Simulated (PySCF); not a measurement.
F3OSi, SMILES F[Si](F)([O])F, multiplicity 2. Geometry: B3LYP-D3(BJ)/def2-SVP. The isomer is the one that the SMILES or the coordinates give; other isomers of the formula were not compared.

Question: Give the equilibrium geometry at B3LYP-D3(BJ)/def2-SVP (PySCF confirms it by a frequency run) as Cartesian coordinates in Å, and its point group. (Estimate from the structure and the level; the computed values follow.)

Answer: point group Cs.
```xyz
5

O     -1.0617     1.3186     0.0000
Si    -0.0060     0.0248     0.0000
F     -0.9249    -1.2777     0.0000
F      0.9390     0.0335    -1.2839
F      0.9390     0.0335     1.2839
```
Charge 0, spin multiplicity 2.
